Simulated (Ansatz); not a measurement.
Bond stretch in Al2, triplet.

Levels of theory: ROCCSDT = CCSDT on ROHF/cc-pVTZ, frozen core run with Ansatz (a program for electronic structure); ROCCSDT(Q) = CCSDT(Q)/B on ROHF/cc-pVTZ, frozen core (Ansatz); FCI = Ansatz with full CI/cc-pVTZ, frozen core.

Energies relative to the lowest point of each curve near equilibrium, in kcal/mol:

```
R / Å  ROCCSDT  ROCCSDT(Q)
-----  -------  ----------
2.63       0.5         0.5
2.81       0.3         0.3
2.92       1.4         1.3
3.16       5.4         5.3
3.39      10.0        10.0
3.67      15.7        15.5
4.16      23.5        23.0
4.51      27.0        26.6
4.88      29.2        29.1
6.01      31.4        31.6
7.43      31.8        32.1
8.29      31.9        32.1
```

Problem. Estimate the FCI values at these points.

Solution. 2.63: 0.5; 2.81: 0.3; 2.92: 1.3; 3.16: 5.3; 3.39: 10.0; 3.67: 15.4; 4.16: 22.9; 4.51: 26.3; 4.88: 28.6; 6.01: 31.4; 7.43: 32.1; 8.29: 32.2 (kcal/mol).

The scan ran from 2.17 to 8.29 Å; beyond the distances shown full CI changes its symmetry label. The T1 diagnostic of CCSD on the restricted reference of ROCCSDT, ROCCSDT(Q) exceeds 0.045 at 3.67 Å.
